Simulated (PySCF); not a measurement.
Ligand exchange on a metal centre used in film growth or etching (Ti F-NH2). Gas-phase values, no solvent. One relaxed conformer stands for each flexible species; it need not be the lowest.

The HOMO from two functionals at the same geometries (r2SCAN-D4/def2-SVP), both in PySCF: PBE-D3(BJ)/def2-TZVP and B3LYP-D3(BJ)/def2-TZVP. B3LYP has the VWN-RPA correlation part, as in Gaussian. 

| species | PBE-D3(BJ)/def2-TZVP (eV) | B3LYP-D3(BJ)/def2-TZVP (eV) |
|---|---|---|
| 0 of 4 F replaced by NH2 ([Ti(F)4]) | -10.44 | -12.24 |
| 1 of 4 F replaced by NH2 ([Ti(F)3(NH2)]) | -7.04 | -8.32 |
| 2 of 4 F replaced by NH2 ([Ti(F)2(NH2)2]) | -6.29 | -7.52 |
| 3 of 4 F replaced by NH2 ([Ti(F)(NH2)3]) | -5.82 | -6.98 |
| 4 of 4 F replaced by NH2 ([Ti(NH2)4]) | -5.42 | -6.56 |

Over these rows, drawn at random from the members with no instability flagged (it was tested for open shells, ions and some series alone), PBE minus B3LYP-D3(BJ): mean +1.32 eV, from +1.14 eV to +1.80 eV.
